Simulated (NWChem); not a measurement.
System: BSiH$_{4}$OCl; SMILES OB([SiH3])Cl

```xyz
8

B      0.4311    -0.1232     0.0000
Cl    -0.6253    -1.5588     0.0000
O      1.7618    -0.2921     0.0000
H      2.0308    -1.2212     0.0000
Si    -0.4083     1.7219     0.0000
H      0.6183     2.8085     0.0000
H     -1.2765     1.8795     1.2089
H     -1.2765     1.8795    -1.2089
```
Atoms are numbered in this order, from 1.

All runs: NWChem. Geometry: optimised at PBE0/def2-SVP. B3LYP is NWChem's, with the RPA form of VWN correlation.

Task: Estimate the computed values for B3LYP/3-21G. Quantities: highest occupied level (eV); orbital gap (eV); dipole (D).

Result: The highest occupied level (eV) is -8.22, the orbital gap (eV) is 7.30 and the dipole (D) is 1.77.
